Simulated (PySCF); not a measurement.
Species: CH5ClOSi.
Bonds: C1–O2, O2–Si3, Si3–Cl4. Hydrogens: H5, H6, H7 on C1; H8, H9 on Si3.

Method: PBE0-D3(BJ)/def2-SVP geometry optimisation, gas phase in PySCF.

(1) What internal coordinates does the optimisation give?

Answers

(1) 
```csv
bond,length (Å)
C1–O2,1.402
O2–Si3,1.651
Si3–Cl4,2.052
"C1–H5, C1–H6, C1–H7",1.104
"Si3–H8, Si3–H9",1.490
```

Bonds in one row agree within 0.01 Å and their mean is given. A selection of angles:
```csv
angle,degrees
O2–C1–H5,111.9
O2–C1–H7,108.5
H5–C1–H6,108.2
C1–O2–Si3,125.0
O2–Si3–Cl4,106.7
O2–Si3–H8,111.1
Cl4–Si3–H8,108.5
Cl4–Si3–H9,108.5
H8–Si3–H9,110.7
```

Dihedral angles: C1–O2–Si3–Cl4 177° (antiperiplanar). The mirror-image conformer, all signs reversed, is as good.

The 4 heavy atoms lie in one plane (0.017 Å rms). O2 (silyl ether oxygen) is bent (angle 125.0°). Si3 (chlorine-bound silicon) is tetrahedral (angles from 106.7° to 111.2°).

Point group: near Cs, missed by 0.13 Å at most; the miss may be what the optimiser left on a soft mode. No frequency check. One conformer, not necessarily the lowest.

On an Arm Neoverse V1 with one thread, no GPU, shared host, this took 24 s wall and 0.38 GiB of memory at its peak. This is the geometry optimisation.
